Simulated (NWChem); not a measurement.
# SrBr₂; SMILES [Br][Sr][Br]

Program: NWChem. All runs use the structure optimised with PBE-D3(BJ)/def2-SVP (def2 core potentials past Kr).

Estimate the computed values for PBE/STO-3G (all-electron, non-relativistic). Quantities: highest occupied level (eV); orbital gap (eV); dipole (D).


```json
{
 "highest occupied level (eV)": "-2.05",
 "orbital gap (eV)": "3.08",
 "dipole (D)": "3.35"
}
```
